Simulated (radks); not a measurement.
The numbers below are computed, except where a source is named.
Q: All-electron atom: Ge V in [Ar] 3d10. Code: a radial shooting solver on a logarithmic mesh with Libxc functionals. Model: scalar-relativistic Kohn-Sham, LDA (Slater exchange, Perdew-Wang correlation), spin-polarised, spherical densities, finite nucleus; Fermi nuclear charge, rms radius 4.0742 fm. Some entries of the table are withheld. Estimate them.

orbital  occ.  eigenvalue (eV)  <1/r> (bohr^-1)
1s          2              (1)            32.33
2s          2        -1418.763            7.094
2p          6              (2)            6.964
3s          2        -217.0239              (3)
3p          6              (4)            2.133
3d         10         -78.3892            1.807

A: 
(1) 1s eigenvalue (eV): -10991.39
(2) 2p eigenvalue (eV): -1247.491
(3) 3s <1/r> (bohr^-1): 2.282
(4) 3p eigenvalue (eV): -164.6302
